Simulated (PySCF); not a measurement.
Relaxation of quartet Be3N

Method: UPBE0 in PySCF with N def2-TZVP, Be def2-TZVP; no relativity; density-fitted integrals. A (50,194) grid was used.

A hand-made trigonal pyramidal start, of C3v symmetry, held to at least that symmetry:

Coordinates in bohr (charge 0 multiplicity 4):
```
N     0.0000    0.0000   -1.0111
Be    2.8866    0.0000    0.5237
Be   -1.4433    2.4998    0.5237
Be   -1.4433   -2.4998    0.5237
```

What does it relax to?

It ends at D3h with N–Be 1.508 Å (×3); Be–N–Be 120.0° (×3). A frequency run shows a minimum.

How much energy is released, and in how many steps?

141.1 kJ/mol in 10 steps.

At this level a broken-symmetry Ms = 1/2 minimum of C2v symmetry lies 14 kJ/mol below this structure.

The relaxation took 91 s on 2 threads of a shared AMD EPYC (Zen 3) host, with 88 basis functions and 11 gradients; the process peaked at 0.55 GiB.
